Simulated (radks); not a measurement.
Initial-state core-level shifts of the chromium ion Cr+ when its valence configuration changes from [Ar] 3d5. Calculated with a radial shooting solver on a logarithmic mesh with Libxc functionals: scalar-relativistic Kohn-Sham, PBE, spin-polarised, spherical densities, point nucleus; open shells are filled with parallel spins first. Shifts are changes of the shell-averaged eigenvalues in eV (positive: less bound).

| valence | 1s | 2s | 3s | 3p |
|---|---|---|---|---|
| 3d4 4p1 | -6.499 | -7.158 | -6.562 | -6.370 |
| 3d2 4s2 4p1 | -20.992 | -23.802 | -20.121 | -19.404 |
| 3d3 4s1 4p1 | -12.991 | -14.641 | -12.804 | -12.364 |
| 3d3 4s2 | -11.896 | -13.523 | -11.736 | -11.314 |
| 3d3 4p2 | -14.244 | -15.852 | -14.048 | -13.599 |
| 3d4.5 4s0.5 | -2.417 | -2.753 | -2.477 | -2.389 |
| 3d4 4s1 | -5.187 | -5.917 | -5.248 | -5.058 |
| 3d4.5 4p0.5 | -3.074 | -3.366 | -3.136 | -3.050 |
| 3d3 4s1.5 4p0.5 | -12.497 | -14.132 | -12.318 | -11.887 |
